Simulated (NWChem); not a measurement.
System: AlH, singlet; SMILES [AlH]

Here is an NWChem input.

```
start job
memory heap 200 mb stack 900 mb global 1100 mb
geometry units angstroms noautosym nocenter noautoz
  Al     0.000000     0.000000     0.142274
  H      0.000000     0.000000    -1.524908
end
basis spherical
  * library aug-cc-pvdz
end
dft
  xc xpbe96 cpbe96
  iterations 150
end
tddft
  cis
  nroots 6
  notriplet
end
task tddft energy
```

Low-valent species are run as closed-shell singlets; no triplet was tried in these runs. Geometry: optimised at PBE0/def2-SVP.

Vertical excitations in the gas phase.

Task: Give the results of this calculation. (PBE/aug-cc-pVDZ, TDA.) Quantities: basis functions; lowest excitation, singlet (eV); oscillator strength of that lowest state; lowest state with f > 0.02, singlet (eV); oscillator strength of that bright state; orbital gap (eV).

Result: 
| Property | Value |
|---|---|
| number of basis functions | 36 |
| lowest excitation, singlet (eV) | 2.85 |
| oscillator strength of that lowest state | 0.057 |
| lowest state with f > 0.02, singlet (eV) | 2.85 |
| oscillator strength of that bright state | 0.057 |
| orbital gap (eV) | 2.32 |
